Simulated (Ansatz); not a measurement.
Cost and result for the atomization energy of AlBrH$_{4}$OSSi, SMILES `[SiH3][O][Al]([SH])[Br]` (9 atoms, 8 bonds).

Z-matrix (Å, degrees):
```
Si
O 1 1.630
H 1 1.486 2 109.2
H 1 1.486 2 110.3 3 119.9
H 1 1.486 2 109.9 3 -119.7
Al 2 1.669 1 163.8 3 -164.6
Br 6 2.239 2 120.6 1 -1.2
S 6 2.161 2 120.8 1 178.8
H 8 1.345 6 91.9 2 -0.1
```

The species carries charge 0 and has multiplicity 1. Correlated methods include outer-core shells of Br, which these sets cover unevenly. Scalar relativity is left out up to krypton. All single points use the PBE0-D4/def2-TZVP geometry. It is one conformer, not always the lowest. Program: Ansatz. All runs use 4 threads of an Intel Xeon 6975P-C on a shared host. Times are those of one run each, without the atoms' runs, and a repeat can differ threefold. Electronic energies, without spin–orbit coupling; frozen cores. CCSD(T)/CBS adds CCSD(T) − MP2 in def2-TZVPP to the MP2 limit, and its time is that of the two runs behind it. T1 = 0.010. With those shells the extrapolation isn't a true limit. HSE06 is the plane-wave form, built on full-range PBE exchange.

CCSD(T)/CBS is a level of theory with its own doubt, some kJ/mol a heavy atom from the limit and from the frozen cores, so smaller differences don't rank the functionals.

```
                             level  functions  wall time
            LDA (SPW92)/def2-TZVPP        261      0.9 s
              revPBE-D4/def2-TZVPP        261      1.2 s
                BLYP-D4/def2-TZVPP        261      1.4 s
   PBE-D4/def2-TZVPP (with forces)        261      1.6 s
               HSE06-D4/def2-TZVPP        261      2.6 s
r2SCAN-D4/def2-TZVPP (with forces)        261      2.8 s
                  CCSD(T)/def2-SVP        120      3.9 s
               PBE-QIDH/def2-TZVPP        261        4 s
                 B97M-V/def2-TZVPP        261      4.5 s
  ωB97M-V/def2-TZVPP (with forces)        261      7.5 s
                    MP2/def2-QZVPP        476       15 s
                CCSD(T)/def2-TZVPP        261       54 s
                 CCSD(T)/CBS(def2)          –       68 s
```

Problem. What atomization energy does each give, and how far from CCSD(T)/CBS? (Best estimate.)

Solution. Ansatz gave: 
| level | atomization (kJ/mol) | difference from CCSD(T)/CBS | per bond |
| --- | --- | --- | --- |
| LDA (SPW92)/def2-TZVPP | 3347.4 | 322.7 | 40.3 |
| revPBE-D4/def2-TZVPP | 2914.5 | -110.2 | -13.8 |
| BLYP-D4/def2-TZVPP | 2949.2 | -75.5 | -9.4 |
| PBE-D4/def2-TZVPP (with forces) | 2982.7 | -42.0 | -5.2 |
| HSE06-D4/def2-TZVPP | 2957.4 | -67.3 | -8.4 |
| r2SCAN-D4/def2-TZVPP (with forces) | 3017.7 | -7.0 | -0.9 |
| CCSD(T)/def2-SVP | 2775.5 | -249.2 | -31.2 |
| PBE-QIDH/def2-TZVPP | 2969.5 | -55.2 | -6.9 |
| B97M-V/def2-TZVPP | 3022.6 | -2.1 | -0.3 |
| ωB97M-V/def2-TZVPP (with forces) | 3006.5 | -18.2 | -2.3 |
| MP2/def2-QZVPP | 3046.5 | 21.8 | 2.7 |
| CCSD(T)/def2-TZVPP | 2926.2 | -98.5 | -12.3 |
| CCSD(T)/CBS(def2) | 3024.7 | 0.0 | 0.0 |

From BLYP to BHLYP (50 % exact exchange), in def2-TZVPP and without D4, the atomization energy moves by −11.4 kJ/mol: exact exchange takes away binding that semilocal exchange gives to molecules. At CCSD(T), def2-SVP lies −249.2 kJ/mol from the extrapolated value and def2-TZVPP −98.5 kJ/mol: correlation converges slowly with the basis, and small sets miss more of it in the bonded molecule than in its fragments. Leaving LDA and LC-ωPBE aside and taking each functional with its dispersion term where it has one, the values spread over 108.0 kJ/mol, from revPBE-D4 to B97M-V. LDA lies +389.0 kJ/mol from PBE without D4, its usual overbinding.
